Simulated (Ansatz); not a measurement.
Mulliken charges of C2H5FZn (`FC[CH2][ZnH]`) from B3LYP/def2-TZVPP in Ansatz (PBE0-D4/def2-TZVP geometry).

```
atom   x (Å)   y (Å)   z (Å)  charge (e)
  F1  -0.944   1.110  -0.770      -0.269
  C2   0.374   0.579  -0.838       0.049
  C3   0.543  -0.508   0.184      -0.291
 Zn4  -1.111  -0.505   1.255       0.294
  H5   0.489   0.236  -1.869       0.091
  H6   1.037   1.430  -0.668       0.092
  H7   0.669  -1.491  -0.277       0.085
  H8   1.406  -0.332   0.829       0.084
  H9  -2.375  -0.564   2.137      -0.136
```

Q: By hand: the dipole of these point charges (1 e Å = 4.8032 D).

A: Σ q r = (0.425, -0.196, 0.005) e Å, of length 0.468 e Å = 2.25 D.

Q: How does the dipole of the full density compare? (Best estimate.)

A: Computed: (0.400, -0.147, -0.051) e Å, 2.06 D; the point charges give 1.09 times that, at 9° from its direction.

Point charges leave out the atoms' own dipoles, such as those of lone pairs, and Mulliken's split depends on the basis, so the close match here is no proof of good charges.

B3LYP here is the variant with VWN-RPA as its local correlation; programs differ in this.
